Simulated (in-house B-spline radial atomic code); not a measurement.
Computed with a B-spline radial atomic code. Model: two electrons, singlet ground state, non-relativistic, full CI in B-splines with partial waves to l = 8 (at full coupling up to 3e-4 hartree above the limit, correlation up to 0.6 % small), density held at that of full coupling by Lieb maximisation.

W(λ) is the mean repulsion in the state of coupling λ less the Hartree energy of the fixed density. Its start is exact exchange, its initial slope is twice the second-order Görling-Levy correlation energy, and its area from 0 to 1 is E_xc. A straight curve means weak, dynamic correlation, and a curve that drops fast and flattens means strong correlation.

Command:
```bash
python run_ac.py task.json out
```
Settings (lengths in bohr, energies in hartree):
```
potential              gauss
strength               12
lmax                   8
second                 3.47
```

Time taken, with all properties: 12 s on 1 thread of Intel(R) Xeon(R) Processor @ 2.30GHz (shared host).

**W = mean repulsion less Hartree energy, and W of three functionals.**

Given: confinement Gaussian well; well depth 12 hartree; well width 3.47 bohr; external potential -V exp(-r^2/w^2).

Computed: LDA exchange minus exact 124.68 millihartree; SCAN exchange minus exact 2.9091 millihartree.

```
coupling  W xc (hartree)  W xc minus exchange (millihartree)  kinetic minus Kohn-Sham (millihartree)  LDA (PW92) W minus its exchange (millihartree)  PBE W minus its exchange (millihartree)  SCAN W minus its exchange (millihartree)
       0        -0.85929                                   0                                       0                                               0                                        0                                         0
    0.02        -0.86127                              -1.976                                    0.02                                          -11.61                                    -3.22                                     -1.89
    0.05        -0.86419                                -4.9                                    0.12                                          -23.62                                    -7.84                                     -4.66
    0.12        -0.87083                             -11.538                                    0.68                                          -44.84                                   -17.82                                    -10.86
    0.25        -0.88251                             -23.218                                    2.84                                          -74.11                                   -34.28                                    -21.67
     0.4        -0.89502                             -35.725                                    6.89                                         -100.22                                   -50.88                                    -33.18
     0.6               ?                                   ?                                       ?                                               ?                                        ?                                         ?
     0.8               ?                                   ?                                       ?                                               ?                                        ?                                         ?
       1        -0.93646                             -77.162                                   35.27                                          -170.8                                  -102.14                                    -71.72
     1.4        -0.95813                             -98.831                                   61.14                                         -203.26                                  -127.99                                    -92.47
       2        -0.98427                             -124.98                                  105.26                                         -240.78                                  -159.19                                   -118.34
       3         -1.0163                                -157                                  184.36                                         -286.04                                   -198.3                                   -151.59
     4.5         -1.0484                              -189.1                                  302.95                                         -332.24                                  -239.47                                   -186.75
       7         -1.0809                             -221.63                                  486.31                                         -381.43                                  -284.36                                   -223.78
      10         -1.1043                             -245.01                                  682.25                                            -419                                  -319.18                                    -250.3
```

(1) What belongs in the row 0.6?

(2) What belongs in the row 0.8?

(3) What is the PBE exchange minus exact?

**Energy parts, natural occupations and partial-wave weights.**

Computed: exchange energy -0.85929 hartree; correlation energy -0.041888 hartree; initial slope twice GL2 -0.099344 hartree; kinetic part over minus potential part 0.45714; Hartree energy 1.7186 hartree; Kohn-Sham kinetic 1.741 hartree; Lieb Oxford ratio E_xc over LDA exchange 1.2267.

```
natural  occupation of the shell (electrons)
      s                               1.9782
      p                              0.01962
      s                            0.0011841
      d                           0.00066804
      p                                    ?
      f                           8.2146e-05
```

(4) What belongs in the row p?

| wave | weight |
| --- | --- |
| s | 0.9897 |
| p | 0.0098897 |
| d | 0.00034966 |
| f | ? |
| g | 1.012e-05 |

(5) What belongs in the row f?

(6) What is the kinetic part of the DFT correlation energy?

(7) What is the total energy?

Answers

(1) W xc (hartree): -0.91024; W xc minus exchange (millihartree): -50.948; kinetic minus Kohn-Sham (millihartree): 14.47; LDA (PW92) W minus its exchange (millihartree): -128.13; PBE W minus its exchange (millihartree): -70.19; SCAN W minus its exchange (millihartree): -47.22.

(2) W xc (hartree): -0.92399; W xc minus exchange (millihartree): -64.699; kinetic minus Kohn-Sham (millihartree): 24.08; LDA (PW92) W minus its exchange (millihartree): -151.14; PBE W minus its exchange (millihartree): -87.1; SCAN W minus its exchange (millihartree): -60.01.

(3) 36.545 millihartree.

(4) occupation of the shell (electrons): 0.00015026.

(5) weight: 4.5384e-05.

(6) 0.035274 hartree.

(7) -19.0781 hartree.

Half-way to full coupling W has made 56 % of its drop, against 50 % for a straight line, and second-order (GL2) theory, half the initial slope, overshoots the correlation energy by about 19 %: a moderate bend, as in light atoms. Over couplings 0 to 1 the errors in E_xc come to about +60 millihartree for LDA, +21 millihartree for PBE, +5.9 millihartree for SCAN, so SCAN is nearest. In LDA and PBE the errors of exchange and correlation have opposite signs, so the sum is smaller than the larger of the two.
